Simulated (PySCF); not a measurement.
C4H9PSi.
Bonds: C1–Si2, Si2–P3, P3–C4, C4–C5 (double), C5–C6, P3–C5. Hydrogens: H7, H8, H9 on C1; H10, H11 on Si2; H12 on C4; H13, H14, H15 on C6.

Probes without a nucleus sit at each ring's centroid and 1 Å off its mean plane on both sides; NICS is minus the shielding there, NICSzz its component along the normal. Level: GIAO PBE0/pcSseg-1 (PySCF, non-relativistic, gas phase) on the GFN2-xTB geometry, one conformer.

Ring bond lengths (Å), with Mayer bond orders in brackets: P3–C4 1.852 (0.88), C4–C5 1.300 (1.70), C5–P3 1.857 (0.86).

Task: What do the NICS probes read (ppm)?

Result: 
| ring | type | NICS(0) | NICS(1), two faces | NICS(1)zz, two faces | rms pucker (Å) | centre to ring atoms, mean (Å) |
| --- | --- | --- | --- | --- | --- | --- |
| P3–C4–C5 | 3-membered ring with P; formal bonds 1 double, 2 single | -26.7 | -7.7 / -5.7 | -17.0 / -11.9 | 0.00 | 0.97 |

Task: What can be read from them?

Result: 
- P3–C4–C5: mean NICS(1)zz -14.4 ppm, shielded. Si2, outside the ring, lies 2.01 Å from a NICS(1) probe. The two faces differ by 5.1 ppm, so no symmetry operation interchanges them. NICS(0) lies 20 ppm below the mean NICS(1).

Task: What does the geometric index give? Use HOMA with the parameters of Krygowski (1993).

Result: 
- P3–C4–C5: HOMA -1.59; the largest term is that of C5–P3, α(R − Ropt)² = 3.00.

Task: What field does 9.4 T along the ring normal induce along that normal at the first NICS(1) probe listed for ring P3–C4–C5, 1 Å off the ring?

Result: NICSzz × B0 = -17.0 ppm × 9.4 T = -160 μT, against the applied field.

Task: Give the inner angles of the rings and the Hirshfeld charges of the ring atoms.

Result: 
- P3–C4–C5: P3 41.1° (-0.020 e), C4 69.7° (-0.092 e), C5 69.3° (-0.014 e); sum 180.0° against 180° for a flat convex ring.

Task: What are the shieldings of the ring atoms and their hydrogens in the same run (means over atoms taken as equivalent)?

Result: 
| atoms | environment | σ isotropic (ppm) |
| --- | --- | --- |
| P3 | three-coordinate phosphorus | 590.6 |
| C4 | alkene CH carbon | 78.9 |
| C5 | fully substituted alkene carbon | 56.2 |
| H12 | vinylic hydrogen | 24.61 |

The values belong to the conformer `[CH3:1][SiH2:2][P:3]1[CH:4]=[C:5]1[CH3:6]`: C1–Si2–P3–C4 160°.
